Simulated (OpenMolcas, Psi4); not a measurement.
# GaSiH4F (SMILES [F][GaH][SiH3]): the dipole moment, rung by rung

The species is GaSiH4F (7 atoms), meant as a singlet with charge 0. SMILES: `[F][GaH][SiH3]`. The coordinates come from a PBE0-D4/def2-TZVP relaxation.

```xyz
7

F     0.2316   -2.1521    1.3422
Ga    0.0191   -0.4000    1.2793
Si   -0.0297    0.4508   -0.9708
H    -0.0969    0.2354    2.7047
H    -1.1961   -0.1257   -1.6916
H    -0.1444    1.9334   -0.9830
H     1.2164    0.0581   -1.6808
```

Quantity: the dipole moment, in D. The values are calculated.

| level | kind | program | value (D) | CPU time |
| --- | --- | --- | --- | --- |
| HF/def2-SVP | Hartree–Fock | OpenMolcas | 2.50 | 4.4 s |
| BLYP/def2-SVP | GGA | OpenMolcas | 1.95 | 13 s |
| PBE/def2-SVP | GGA | OpenMolcas | 1.93 | 14 s |
| M06-L/def2-SVP | meta-GGA | OpenMolcas | 2.07 | 17 s |
| r2SCAN/def2-SVP | meta-GGA | OpenMolcas | 2.08 | 16 s |
| B3LYP/def2-SVP | global hybrid | OpenMolcas | 2.14 | 15 s |
| BHLYP/def2-SVP | global hybrid | OpenMolcas | 2.35 | 12 s |
| wB97M-V/def2-SVP | range-separated hybrid | Psi4 | 2.15 | 2.6 min |

All-electron rows without a relativistic Hamiltonian named are non-relativistic. The values span 1.93 to 2.50 D. Magnitudes only. CPU times are rough (shared hosts, several kinds of processor): they show what a rung costs within a factor of a few.
